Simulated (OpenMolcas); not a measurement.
# d6 ions of charge +3 down a group on the Y site of Cs2NaYF6

```yaml
Program: OpenMolcas 26.06
Method: CASSCF
Spin-orbit_coupling: RASSI with atomic mean-field integrals over the reference wave functions
```

The d shell is active. Each dopant is a cluster with its nearest anions in model potentials and point charges, with no relaxation. Distances were set from a Shannon-type radius of the metal (high-spin where two are listed) plus a fixed donor radius (F 1.31 Å), in hosts weighted 0.65 to 0.35 with the host's distance in the model lattice. Ligand basis ANO-RCC-VDZP, DKH2 Hamiltonian. States (labels of O, the rotations of Oh). Energies in cm-1 above the lowest state or level, χT in cm3 K/mol; under a threefold ground state the first gap can be a small split of the lowest multiplet, not the spin-orbit step; 10Dq and B are least-squares fits to the states below 45000 cm-1, weighted by degeneracy, with a free offset, and given where the rms deviation is under 5 % of |10Dq| (or 100 cm-1) and under 700 cm-1. Spin-only χT is S(S+1) / 2 for the spin of the ground state.

```json
{"Ion": "Co3+", "Shell": "3d6", "R (Å)": "2.01", "Metal basis": "ANO-RCC-VTZP", "Ground state": "5T2", "First state of that spin": "5E 8220", "10Dq": "", "B (rms of fit)": "", "First gap with spin-orbit (degeneracies)": "270.1 (3, 2)", "χT at 300 K": "4.212", "First state of another spin": "3T1 17454", "Spin-only χT": "3.000"}
{"Ion": "Rh3+", "Shell": "4d6", "R (Å)": "2.046", "Metal basis": "ANO-RCC-VTZP", "Ground state": "1A1", "First state of that spin": "1T1 16629", "10Dq": "19038", "B (rms of fit)": "795 (220)", "First gap with spin-orbit (degeneracies)": "8162 (1, 2)", "χT at 300 K": "0.049", "First state of another spin": "5T2 9167", "Spin-only χT": "0.000"}
{"Ion": "Ir3+", "Shell": "5d6", "R (Å)": "2.056", "Metal basis": "ANO-RCC-VTZP", "Ground state": "1A1", "First state of that spin": "1T1 21363", "10Dq": "23560", "B (rms of fit)": "745 (156)", "First gap with spin-orbit (degeneracies)": "13018 (1, 2)", "χT at 300 K": "0.040", "First state of another spin": "3T1 14999", "Spin-only χT": "0.000"}
```

|10Dq| changes by a factor of 23560 / 19038 = 1.24 from Rh3+ to Ir3+.

B goes from 795 cm-1 (Rh3+) to 745 cm-1 (Ir3+).

Below the highest spin of the shell: Rh3+, Ir3+. χT departs most from the spin-only value for Co3+, by +1.212 cm3 K/mol.

Without dynamic correlation the repulsion within the d shell is too large (B by tens of per cent), so at a given field states of lower spin stand too high. Ligand-to-metal charge-transfer states are missing. With no ligand orbital active B as a rule stays too high, so bands that hang on it stand too high and its fall with covalency is understated. An orbital triplet at a regular site is open to Jahn-Teller coupling, which can distort the site and quench the lowest spin-orbit gaps and is left out (holds for Co3+). CASSCF with metal d orbitals alone favours high spin, so a ground state of lower spin is not ruled out (holds for Co3+). With metal d orbitals alone and no dynamic correlation 10Dq can be off by a tenth to a fifth, either way, in oxide and fluoride hosts (holds for Co3+). This shell can be high or low spin here, a state of another spin lies low, and with metal d orbitals alone active their balance is uncertain, so the ground spin may be wrong, although the usual error favours high spin (holds for Rh3+). The least metal-like active orbital is 80 % on the metal (Löwdin) and no ligand orbital is active, so the numbers are rough (holds for Rh3+). With metal d orbitals alone the field can be off either way by tens of per cent (holds for Rh3+; Ir3+). The least metal-like active orbital is 79 % on the metal (Löwdin) and no ligand orbital is active, so the numbers are rough (holds for Ir3+). No measured value stands beside these numbers; the geometry was set by hand and not optimised.
